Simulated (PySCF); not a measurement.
AlH2, SMILES [AlH2-] (connectivity only; charge and spin as stated), charge -1, multiplicity 1.

The structure is a stationary point at B3LYP-D3(BJ)/def2-TZVPD.

Two levels are set side by side: PBE/def2-TZVPD (PySCF) and M06-2X/def2-TZVPD (PySCF). Same geometry, gas phase. Differences are taken from unrounded values.

```tsv
quantity	M06-2X
orbital gap (eV)	4.32
highest occupied level (eV)	-0.15
lowest empty level (eV)	4.17
mean polarisability (bohr³)	95.4
```

### Question
What does PBE give, and how far is it from M06-2X? (The exact figures need the calculation; the answer reports its results.)

### Answer

| quantity | PBE | PBE minus M06-2X |
|---|---|---|
| orbital gap (eV) | 1.42 | -2.90 |
| highest occupied level (eV) | 1.34 | 1.50 |
| lowest empty level (eV) | 2.77 | -1.40 |
| mean polarisability (bohr³) | 101.9 | 6.5 |

Without exact exchange PBE keeps part of each electron's self-repulsion, which lifts occupied levels and narrows the gap. Loosely held outer electrons make PBE densities more polarisable. Differences between two approximate levels are no errors against the true value.

Rough cost on one machine, each run with all the roots and properties that it gave: M06-2X against PBE about 3 times.
